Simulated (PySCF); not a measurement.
Input for PySCF:
```python
from pyscf import gto, scf, dft

mol = gto.M(
    atom='''
B    -0.62114934    0.42261065    0.01060937
F     0.52302898   -0.21010080   -0.00107771
H    -1.60151411   -0.22214599   -0.04334740
''',
    basis='6-31g*',
    spin=1,
    verbose=4,
)

mf = dft.UKS(mol)
mf.xc = 'tpss'
mf.kernel()
```

Problem. What does this run give for the HOMO energy, Mulliken (on the basis functions themselves) charges in atom order, total energy?

Solution. 
The HOMO energy is -4.79 eV and the Mulliken (on the basis functions themselves) charges in atom order is B1 0.21, F2 -0.18, H3 -0.03. The total energy is -125.258585 Ha.

These values belong to the state on which the SCF converged, which isn't shown to be the lowest.
